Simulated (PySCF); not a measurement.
Mg(SeH)(SiMe3), SMILES C[Si](C)(C)[Mg][SeH] (C3H10MgSeSi) at its GFN2-xTB optimised geometry (Å):

```
16

Mg    -0.7795     0.1631     0.0000
Se    -2.4059     2.0754     0.0000
H     -3.7756     1.7219    -0.0068
Si     1.6858     0.1631     0.0000
C      2.1557     1.2138    -1.5356
C      2.7086    -1.4593    -0.0296
C      2.1658     1.1639     1.5656
H      3.2045     1.5007    -1.5407
H      1.9601     0.6693    -2.4582
H      1.5630     2.1290    -1.5612
H      2.4875    -2.0476    -0.9156
H      2.4940    -2.0754     0.8390
H      3.7756    -1.2513    -0.0302
H      1.9766     0.5902     2.4715
H      1.5740     2.0781     1.6246
H      3.2148     1.4501     1.5725
```

Level of theory: PySCF with B3LYP/def2-TZVP.

Map of the log10 of the electron density (e/bohr³), floored at −4 on the plane z = 1.0 Å:

```
|0000000000000000000000000000000|
|0000000000000000000000000000000|
|0000000000000000000000000000000|
|0000000000000000000000000000000|
|0000000122210000000000000000000|
|0000012333332100000000000000000|
|0000123455543210001111000000000|
|0000234566654310123332210000000|
|0001345677765421235554332100000|
|0002356788876432356776554310000|
|0012456788876533457887765420000|
|0013456788876544467898886531000|
|0002355677776555567999987531000|
|0001344566666555668999876420000|
|0000123455555666677898765320000|
|0000012344555666677787654320000|
|0000001233445556666777654321000|
|0000000122334455556667665432000|
|0000000001233444445677776542100|
|0000000000122333334678876542100|
|0000000000011222234689976432000|
|0000000000000011123578865321000|
|0000000000000000012456654210000|
|0000000000000000001244432100000|
|0000000000000000000122211000000|
|0000000000000000000000000000000|
|0000000000000000000000000000000|
|0000000000000000000000000000000|
|0000000000000000000000000000000|
|0000000000000000000000000000000|
|0000000000000000000000000000000|
```
Scale: ten equal steps from -4.00 (start of '0') to -0.691 (end of '9'), in the order '0123456789'; x runs from -6.00 to 6.00, y from -6.00 (bottom) to 6.00 (top).
